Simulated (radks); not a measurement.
Kinetic energies: the exact non-interacting value of the Kohn-Sham orbitals and orbital-free approximations, as 100 (|E| - |E exact|)/|E exact|, negative where the magnitude is too small. Species: Co4+ [Ar] 3d5; Li+ [He]. Calculated with a radial shooting solver on a logarithmic mesh with Libxc functionals: non-relativistic Kohn-Sham, exchange-only B88, spin-polarised, spherical densities, point nucleus. Every spin shell is full or empty, so the densities are truly spherical. Functionals are evaluated on that one density, not self-consistently.

[
 {"functional": "exact (hartree)", "Co4+": "1377.63", "Li+": "7.23173"},
 {"functional": "Thomas-Fermi", "Co4+": "-6.48", "Li+": "-10.02"},
 {"functional": "von Weizsacker", "Co4+": "-48.39", "Li+": "0.00"},
 {"functional": "TF + vW", "Co4+": "+45.13", "Li+": "+89.98"},
 {"functional": "TF + vW/9", "Co4+": "-0.75", "Li+": "+1.09"},
 {"functional": "TF + vW/5", "Co4+": "+3.84", "Li+": "+9.98"},
 {"functional": "LC94", "Co4+": "0.00", "Li+": "+0.71"},
 {"functional": "APBEK", "Co4+": "+0.10", "Li+": "+0.62"},
 {"functional": "revAPBEK", "Co4+": "+0.36", "Li+": "+1.50"},
 {"functional": "Perdew 92", "Co4+": "-0.74", "Li+": "+1.11"},
 {"functional": "Thakkar", "Co4+": "-0.40", "Li+": "+0.98"},
 {"functional": "Pearson", "Co4+": "-1.29", "Li+": "-3.78"},
 {"functional": "LKT", "Co4+": "+24.85", "Li+": "+60.37"},
 {"functional": "PG1", "Co4+": "+19.80", "Li+": "+52.81"},
 {"functional": "DePristo-Kress", "Co4+": "-0.08", "Li+": "+1.01"},
 {"functional": "Ernzerhof", "Co4+": "-0.30", "Li+": "+4.58"}
]
